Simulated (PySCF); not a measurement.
Species: `CN[C@H]([SiH3])[SiH2]/C=C\CF`. The columns A, B, C and D hold Mulliken, IAO, Hirshfeld and ESP-fitted charges (e) of one PBE0/pcSseg-1 density (PySCF), in a shuffled order. Coordinates in Å (GFN2-xTB); the density's dipole moment is (-2.32, 0.35, -0.51) D.

| atom | x | y | z | A | B | C | D |
| --- | --- | --- | --- | --- | --- | --- | --- |
| C1 | -3.240 | -0.367 | -0.389 | -0.186 | -0.302 | -0.110 | -0.072 |
| N2 | -1.856 | -0.746 | -0.217 | -0.513 | -0.401 | -0.503 | -0.158 |
| C3 | -1.104 | 0.081 | 0.732 | -0.425 | -0.534 | -0.597 | -0.153 |
| Si4 | -0.649 | 1.824 | 0.091 | +0.363 | +0.547 | +0.458 | +0.289 |
| Si5 | 0.357 | -1.037 | 1.271 | +0.406 | +0.745 | +0.722 | +0.323 |
| C6 | 1.425 | -1.389 | -0.241 | -0.428 | -0.445 | -0.446 | -0.143 |
| C7 | 2.487 | -0.722 | -0.673 | -0.038 | -0.125 | -0.193 | -0.036 |
| C8 | 3.068 | 0.491 | -0.023 | +0.193 | +0.035 | +0.190 | +0.024 |
| F9 | 4.425 | 0.555 | -0.253 | -0.274 | -0.328 | -0.345 | -0.127 |
| H10 | -3.710 | -1.054 | -1.093 | +0.108 | +0.150 | +0.118 | +0.047 |
| H11 | -3.748 | -0.457 | 0.573 | +0.118 | +0.143 | +0.114 | +0.044 |
| H12 | -3.379 | 0.662 | -0.755 | +0.080 | +0.109 | +0.093 | +0.027 |
| H13 | -1.384 | -0.741 | -1.116 | +0.360 | +0.238 | +0.189 | +0.102 |
| H14 | -1.746 | 0.197 | 1.612 | +0.247 | +0.151 | +0.161 | +0.040 |
| H15 | 0.084 | 1.657 | -1.170 | -0.083 | -0.122 | -0.074 | -0.080 |
| H16 | 0.172 | 2.501 | 1.093 | -0.106 | -0.115 | -0.075 | -0.076 |
| H17 | -1.843 | 2.632 | -0.178 | -0.080 | -0.112 | -0.068 | -0.077 |
| H18 | -0.185 | -2.313 | 1.742 | -0.068 | -0.109 | -0.065 | -0.076 |
| H19 | 1.119 | -0.387 | 2.345 | -0.091 | -0.136 | -0.082 | -0.080 |
| H20 | 1.113 | -2.239 | -0.836 | +0.170 | +0.160 | +0.135 | +0.045 |
| H21 | 3.019 | -1.022 | -1.569 | +0.116 | +0.156 | +0.119 | +0.050 |
| H22 | 2.925 | 0.490 | 1.060 | +0.078 | +0.148 | +0.129 | +0.045 |
| H23 | 2.643 | 1.409 | -0.450 | +0.052 | +0.147 | +0.133 | +0.044 |

Which column most likely holds the ESP-fitted charges?

A. Σ q r misses the density's dipole by 0.10 D (A), 1.08 D (D), 1.32 D (B), 3.00 D (C). Charges fitted to the outside potential are the only set here that is tied to the molecule's multipoles.

And the Hirshfeld charges?

D. The mean sizes are 0.094 e (D), 0.199 e (A), 0.222 e (C), 0.237 e (B), and Hirshfeld charges are commonly the smallest of these schemes.

As computed, A = ESP-fitted, B = IAO, C = Mulliken, D = Hirshfeld. Hydrogens on carbon: ESP-fitted +0.05 to +0.25, IAO +0.11 to +0.16, Mulliken +0.09 to +0.16, Hirshfeld +0.03 to +0.05 e.

The Mulliken scheme gives each basis function's population to the atom it is centred on and halves the overlap population of two atoms between them. The ESP scheme is a least-squares fit of atom-centred charges to the potential on four shells outside the van der Waals surface, with the total charge fixed.

One conformer (not necessarily the lowest) at the GFN2-xTB geometry, without solvent, vibrations or thermal averaging.

The values belong to the conformer `[CH3:1][NH:2][C@H:3]([SiH3:4])[SiH2:5]/[CH:6]=[CH:7]\[CH2:8][F:9]`: C1–N2–C3–Si4 -74°, N2–C3–Si5–C6 63°, C3–Si5–C6–C7 92°, C6–C7–C8–F9 150°.
